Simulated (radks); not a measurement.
Tl33+, 48 electrons, occupied as [Kr] 4d10 4f2.

All-electron calculation, scalar-relativistic Kohn-Sham, LB94 model potential, spin-polarised, spherical densities, finite nucleus; open shells are filled with parallel spins first (spin-orbit coupling, left out, can overturn this in heavy ions); Fermi nuclear charge, rms radius 5.4759 fm. Program: a radial shooting solver on a logarithmic mesh with Libxc functionals.

Energy parts (eV):
| part | energy |
|---|---|
| kinetic | 605420.53 |
| electron-nucleus | -1273266.86 |
| Hartree | 141557.21 |
(The LB94 potential has no energy functional, so no total or exchange-correlation energy is given.)

Orbitals (lengths in bohr, moments of r in powers of bohr; <r^-3> diverges for s and p1/2):
| orbital | occ. | eigenvalue (eV) | <r^-3> |
|---|---|---|---|
| 1s up | 1 | -87123.99 | - |
| 1s down | 1 | -87123.99 | - |
| 2s up | 1 | -16576.02 | - |
| 2s down | 1 | -16576.11 | - |
| 2p up | 3 | -14444.53 | 28300 |
| 2p down | 3 | -14444.61 | 28300 |
| 3s up | 1 | -4930.499 | - |
| 3s down | 1 | -4930.330 | - |
| 3p up | 3 | -4315.493 | 6590 |
| 3p down | 3 | -4315.215 | 6594 |
| 3d up | 5 | -3679.693 | 805.8 |
| 3d down | 5 | -3679.565 | 806.2 |
| 4s up | 1 | -1977.554 | - |
| 4s down | 1 | -1973.855 | - |
| 4p up | 3 | -1762.784 | 1876 |
| 4p down | 3 | -1759.274 | 1872 |
| 4d up | 5 | -1518.595 | 218.2 |
| 4d down | 5 | -1515.172 | 217.7 |
| 4f up | 2 | -1266.452 | 51.67 |
| 4f down | 0 | -1263.229 | 51.73 |
| 5s up | 0 | -1058.140 | - |
| 5s down | 0 | -1056.714 | - |
| 5p up | 0 | -967.9381 | 729.0 |
| 5p down | 0 | -966.6456 | 727.4 |

The highest occupied level is 4f up at -1266.5 eV. The electron density at the nucleus is 2.72e+06 e/bohr^3 (large components only). The density falls to 0.001 e/bohr^3 at r = 1.12 bohr. For comparison, the ionisation energy in NIST's Atomic Spectra Database is 1290 eV (theoretical). In exact Kohn-Sham theory the highest level is minus the ionisation energy, but local and semilocal functionals leave it too shallow, through self-interaction and a potential that decays too fast; potentials with the right tail come closer. Summed over all electrons, <r^2> = 4.082 bohr^2, which gives a Langevin (diamagnetic) susceptibility term of -3.23 x 10^-6 cm^3/mol. Spin moment in Bohr magnetons: 2.
